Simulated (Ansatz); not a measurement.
Energy needed to pull apart AlAsH₃F (SMILES [F][AlH][AsH2]), singlet, into free ground-state atoms, from the structure below (displaced at random from a GFN2-xTB minimum); no zero-point or spin–orbit terms; open-shell atoms are treated unrestricted, in their ground-state multiplicity.

```csv
atom,x (Å),y (Å),z (Å)
F1,-0.2915,-1.7541,1.1928
Al2,-0.4489,-0.6551,-0.2599
As3,0.0280,1.6098,-0.1866
H4,-0.7758,-1.7503,-1.4767
H5,1.2130,1.3455,-0.8883
H6,0.3408,1.3616,1.1690
```

Computed with Ansatz 0.2.0 (basis: def2-TZVPP); correlated methods freeze the cores. Filled d shells of the heavier atoms are correlated. The def2 sets are not built for correlating such inner shells, so the correlated values are less sure here. B3LYP uses VWN-RPA correlation.

```tsv
method	atomization energy (kJ/mol)
PBE-D4	?
r2SCAN-D4	?
PBE0-D4	1582
B3LYP-D4	1615
HSE06-D4	1581
wB97M-V	1616
HF	1109
MP2	1588
CCSD	1548
CCSD(T)	1574
```

(1) What does PBE-D4 give? (Judge from chemistry; the value comes from the calculation.)

(2) What does r2SCAN-D4 give? (Judge from chemistry; the value comes from the calculation.)

The T1 diagnostic stays at or below 0.013.

Answers

(1) By the calculation: 1618 kJ/mol, which is about 44 kJ/mol more than CCSD(T)/def2-TZVPP.

(2) The calculation gives: 1623 kJ/mol, which is about 49 kJ/mol more than CCSD(T)/def2-TZVPP.

In triple zeta the MP2 and coupled-cluster atomization energies are still short of their basis limit by a few kcal/mol a bond, whereas those of the functionals are nearly converged, so these differences are not deviations from converged CCSD(T).

For scale, one of the runs: CCSD(T)/def2-TZVPP forces, 163 basis functions (an equivalent command: `ansatz run in.yaml --threads 4`). Time: 84 s of wall clock on 4 CPU threads; the host was shared. Peak host memory: 2.2 GiB.
